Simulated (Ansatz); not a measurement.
C2H6N, SMILES `C[N+]C` (triplet; the order of the spin states depends on the level) (charge 1, multiplicity 3). This triplet lies 0.17 eV below the relaxed singlet at the level frozen-core CCSD(T)/cc-pVTZ // B3LYP-D3(BJ)/def2-TZVP (Ansatz, a quantum-chemistry and plane-wave program); other levels give the other order.

Level of theory: frozen-core CCSD(T)/cc-pVTZ // B3LYP-D3(BJ)/def2-TZVP in Ansatz.

Ansatz 0.2 input:
```yaml
crystal:
  periodic: [false, false, false]
  atoms:
    - { symbol: C, position_ang: [1.316897, 0.243231, 0.06866] }
    - { symbol: N, position_ang: [0.02963, -0.152543, 0.408396] }
    - { symbol: C, position_ang: [-1.31356, -0.260401, 0.071774] }
    - { symbol: H, position_ang: [1.32359, 1.322256, -0.153303] }
    - { symbol: H, position_ang: [1.658442, -0.327135, -0.809554] }
    - { symbol: H, position_ang: [1.995636, 0.046721, 0.908267] }
    - { symbol: H, position_ang: [-1.415414, -0.855165, -0.849898] }
    - { symbol: H, position_ang: [-1.738481, 0.744971, -0.076267] }
    - { symbol: H, position_ang: [-1.856737, -0.761934, 0.88274] }
basis:
  gaussian: { orbitals: cc-pVTZ }
correlation:
  method: ccsd_t
total_charge: 1
magnetization:
  spin_polarized: true
  initial_magnetization: 2
```

Output:

```
Functional definition: HF
976 factors; integrals over basis functions are off by at most 1.1e-3 eV
mean field evaluation 1: about -3625.3374 eV, gradient 2.5e1 eV
mean field evaluation 2: about -3625.3403 eV, gradient 2.5e1 eV
mean field evaluation 4: about -3629.6707 eV, gradient 4.0e0 eV
mean field evaluation 8: about -3629.9539 eV, gradient 1.8e-1 eV
mean field evaluation 16: about -3629.9062 eV, gradient 1.7e0 eV
mean field -3629.95432621 eV, -133.3983610167 hartree, gradient 1.5e-6 eV, S^2 2.033435; 0 other end points of the search recorded, 0 dependent functions left out
3 core orbitals not correlated
reference -3629.95432621 eV, -133.3983610167 hartree; 10, 8 occupied and 161, 163 virtual orbitals, 976 factors
second order -12.99212439 eV of doubles, -0.00000000 eV of singles
cycle   1  -13.75780431 eV  change   -7.7e-1 eV  update   8.3e-2
cycle   2  -14.15405193 eV  change   -4.0e-1 eV  update   2.8e-2
cycle   3  -14.24586785 eV  change   -9.2e-2 eV  update   1.9e-2
cycle   4  -14.24457919 eV  change    1.3e-3 eV  update   8.0e-3
cycle   5  -14.24600052 eV  change   -1.4e-3 eV  update   2.9e-3
cycle   6  -14.24631298 eV  change   -3.1e-4 eV  update   8.2e-4
cycle   7  -14.24619111 eV  change    1.2e-4 eV  update   2.5e-4
cycle   8  -14.24620815 eV  change   -1.7e-5 eV  update   7.0e-5
cycle   9  -14.24620110 eV  change    7.0e-6 eV  update   2.5e-5
cycle  10  -14.24620258 eV  change   -1.5e-6 eV  update   9.4e-6
perturbative correction -0.50982538 eV, -0.0187357370 hartree
Total energy: -3644.71035417 eV, -133.9406350422 hartree
```
